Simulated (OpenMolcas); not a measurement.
## Mo2+ in a point-charge field

Mo2+ among 6 point charges of -1.5 e arranged as a trigonal antiprism (D3d), 1.91 Å from the ion, with a polar angle of 65.1° against the regular 54.74°. The active orbitals were held to one l.
```
   0.0000    1.7329    0.8031  -1.50
  -1.5008   -0.8665    0.8031  -1.50
   1.5008   -0.8665    0.8031  -1.50
   0.0000   -1.7329   -0.8031  -1.50
   1.5008    0.8665   -0.8031  -1.50
  -1.5008    0.8665   -0.8031  -1.50
```

```
Program             : OpenMolcas
Method              : CASSCF
Basis               : ANO-RCC-VDZP [6s5p3d1f]
Scalar Hamiltonian  : DKH2, point nucleus
Active space        : 4 electrons in 5 orbitals (4d)
State averaging     : 2S+1 = 5 even, 5 roots; 2S+1 = 3 even, 45 roots; 2S+1 = 1 even, 50 roots
Spin-orbit coupling : RASSI with atomic mean-field integrals over the reference wave functions
```

The lowest spin-free states (labels of D3, the rotations of D3d), above the lowest:

```tsv
State	Degeneracy	E (cm-1)	Free-ion L (%)
3A2	1	0.0	F (32)
5E	2	2935	D (100)
3E	2	3158	H (31)
1E	2	9280	G (39)
1E	2	10388	I (48)
1A1	1	10663	I (55)
3A1	1	14665	G (40)
3E	2	16416	H (48)
1A1	1	17116	G (37)
3E	2	18227	H (73)
3E	2	19500	F (38)
3A2	1	19573	F (43)
3A2	1	20591	H (42)
3A1	1	21385	G (65)
3E	2	22465	G (38)
5E	2	23226	D (100)
1A1	1	23707	G (48)
1E	2	24934	I (47)
1A2	1	25149	I (78)
1E	2	26487	I (59)
```

The lowest levels with spin-orbit coupling:

```tsv
E (cm-1)	Degeneracy	Label	2S+1	g
0.0	1	A1	3	
38.0	2	E	3	0.00 0.00 3.65
2143	1	A2	5 (72 %)	
2179	1	A1	5 (72 %)	
2406	2	E	5 (67 %)	0.00 0.00 1.10
2714	2	E	5 (58 %)	0.00 0.00 2.61
3215	1	A2	5 (87 %)	
3307	1	A1	5 (81 %)	
3652	2	E	3 (60 %)	0.00 0.00 2.79
3708	2	E	5	0.00 0.00 9.80
3912	2	E	3 (64 %)	0.00 0.00 0.38
3958	1	A1	3 (56 %)	
4004	1	A2	3 (60 %)	
9415	2	E	1	0.00 0.00 0.54
10520	2	E	1	0.00 0.00 0.02
10802	1	A1	1	
14838	1	A2	3	
14905	2	E	3	0.00 0.00 3.87
16223	1	A1	3 (85 %)	
16419	1	A2	3
```

Powder χT (cm3 K/mol): 0.0969 at 2 K, 0.482 at 10 K, 1.14 at 50 K, 1.2 at 100 K, 1.25 at 200 K, 1.29 at 300 K. The effective moment at 300 K is 2.828 √(χT) = 3.21 μB.

The lowest level has 2S+1 = 3, for which the spin-only value is χT = S(S+1) / 2 = 1.000 cm3 K/mol (g = 2). The computed 1.285 at 300 K differs by +0.285, through orbital momentum, spin-orbit coupling and any other state in reach.

Without dynamic correlation the repulsion within the d shell is too large (B by tens of per cent), so at a given field states of lower spin stand too high. This shell can be high or low spin here, a state of another spin lies low, and with metal d orbitals alone active their balance is uncertain, so the ground spin may be wrong, although the usual error favours high spin. This is an electrostatic model: the charges have no orbitals. No measured value stands beside these numbers.

With an even number of electrons the g values are those of a degenerate or nearly degenerate non-Kramers pair.
